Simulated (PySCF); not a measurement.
## Spinor energies of Pt⁺ (platinum, charge +1)

Start: [Xe] 4f14 5d8 6p1; 5d3/2 filled at m_j = -1/2, +1/2, +3/2; 5d5/2 filled at m_j = -3/2, -1/2, +1/2, +3/2, +5/2; 6p3/2 filled at m_j = +3/2. Calculated with PySCF 2.14 in x2c-TZVPall-2c with one added diffuse shell each of s, p, d type (12s12p11d2f, 117 functions): generalised Hartree-Fock with the X2C-1e Hamiltonian and a Gaussian nucleus; spin-orbit coupling (SO) screened by Boettger's factors. This is a chosen level, not necessarily the ground level.

| spinor shell | electrons | ε, screened SO (eV) | weight of nominal j (screened SO) | rms radius, screened SO (bohr) |
| --- | --- | --- | --- | --- |
| 1s1/2 | 2 | -78816.2 | 1.000 | 0.0194 |
| 2s1/2 | 2 | -14003.2 | 1.000 | 0.0782 |
| 2p1/2 | 2 | -13398.8 | 1.000 | 0.0663 |
| 2p3/2 | 4 | -11664.2 | 1.000 | 0.0741 |
| 3s1/2 | 2 | -3366.0 | 1.000 | 0.200 |
| 3p1/2 | 2 | -3095.5 | 1.000 | 0.191 |
| 3p3/2 | 4 | -2708.3 | 1.000 | 0.207 |
| 3d3/2 | 4 | -2263.2 | 1.000 | 0.182 |
| 3d5/2 | 6 | -2180.1 | 1.000 | 0.186 |
| 4s1/2 | 2 | -769.37 | 1.000 | 0.441 |
| 4p1/2 | 2 | -653.55 | 1.000 | 0.447 |
| 4p3/2 | 4 | -560.06 | 1.000 | 0.480 |
| 4d3/2 | 4 | -370.06 | 1.000 | 0.496 |
| 4d5/2 | 6 | -351.90 | 1.000 | 0.508 |
| 5s1/2 | 2 | -133.20 | 1.000 | 1.02 |
| 4f5/2 | 6 | -106.48 | 0.998 | 0.564 |
| 4f7/2 | 8 | -102.92 | 0.999 | 0.565 |
| 5p1/2 | 2 | -94.873 | 0.996 | 1.12 |
| 5p3/2 | 4 | -77.719 | 0.998 | 1.21 |
| 5d5/2 | 5 | -24.132 | 0.726 | 1.71 |
| 5d3/2 | 3 | -25.313 | 0.851 | 1.66 |
| 6p3/2 | 1 | -10.289 | 1.000 | 4.00 |

| quantity | screened SO |
| --- | --- |
| E (hartree) | -18426.12756 |
| M_J | 11/2 |
| ⟨J²⟩ | 35.853 |
| ⟨L²⟩ | 20.575 |
| ⟨S²⟩ | 3.838 |

Each row is a mean over spinors that exchange with the open shell spreads, by up to 6.793 eV (5p3/2).

Rows whose weight is well below 1 are mixtures of j = l ± 1/2: exchange outweighs spin-orbit coupling there, and the label is only the starting occupation.

⟨J²⟩ departs a little from M_J(M_J + 1) because the unrestricted spinors polarise the closed shells.

Breit and QED terms are absent; they matter most for the inner s and p1/2 levels.

Densities and radii are taken from the X2C orbitals without a picture-change correction, which distorts them close to the nucleus.
